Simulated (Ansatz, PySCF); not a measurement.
Molecule: CHBr2, net charge 0, doublet state. It need not be the lowest isomer of its formula. 
Geometry from a B3LYP-D3(BJ)/def2-TZVP (Ansatz, a program for electronic structure) optimisation:
```
C
H 1 1.0789
Br 1 1.8652 2 116.50
Br 1 1.8652 2 116.50 3 152.18
```
Charge 0, spin multiplicity 2.

Total electronic energies in hartree. Cores are frozen in the correlated levels unless marked. Open shells are spin-unrestricted. No spin-orbit coupling. The frozen core is the preceding noble-gas configuration, with the filled d and f shells of earlier blocks. No relativistic terms. FCI takes restricted orbitals. CBS marks a two-point X^-3 extrapolation of the correlation energy; Hartree-Fock from the larger set. The bracket is a focal-point correction in the basis named.

```json
[
 {"level": "HF-D3(BJ)/def2-TZVPD", "program": "PySCF + dftd3", "energy (Eh)": "-5183.27240"},
 {"level": "RI-HF/cc-pVTZ", "program": "Ansatz", "energy (Eh)": "-5183.33416"},
 {"level": "PBE0-D3(BJ)/def2-TZVP", "program": "Ansatz + dftd3", "energy (Eh)": "-5186.33010"},
 {"level": "BHLYP/def2-TZVPD", "program": "Ansatz", "energy (Eh)": "-5186.92551"},
 {"level": "MN15-D3(BJ)/def2-TZVPD", "program": "PySCF + dftd3", "energy (Eh)": "-5187.57939"},
 {"level": "HSE06-D4/def2-TZVPD", "program": "Ansatz + dftd4", "energy (Eh)": "-5186.33774"},
 {"level": "CAM-B3LYP-D3(BJ)/def2-TZVPD", "program": "Ansatz + dftd3", "energy (Eh)": "-5187.19923"},
 {"level": "LC-wPBE-D3(BJ)/def2-TZVPD", "program": "Ansatz + dftd3", "energy (Eh)": "-5186.23341"},
 {"level": "MP2/cc-pVDZ", "program": "Ansatz", "energy (Eh)": "-5183.51236"},
 {"level": "RI-MP2/CBS(def2-TZVPP,def2-QZVPP)", "program": "Ansatz", "energy (Eh)": "-5183.8835"},
 {"level": "CCSD/def2-TZVPP", "program": "Ansatz", "energy (Eh)": "-5183.74285"},
 {"level": "CCSD(T)/def2-SVP", "program": "Ansatz", "energy (Eh)": "-5182.96076"},
 {"level": "CCSD(T)/def2-TZVPP", "program": "Ansatz", "energy (Eh)": "-5183.76513"},
 {"level": "FCI/STO-3G", "program": "Ansatz", "energy (Eh)": "-5127.34953"},
 {"level": "RI-MP2/CBS(cc-pVTZ,cc-pVQZ)+[CCSD(T)-MP2]/cc-pVTZ", "program": "Ansatz", "energy (Eh)": "-5183.9423"}
]
```

Totals of different functionals don't rank their quality; only differences between species are comparable.
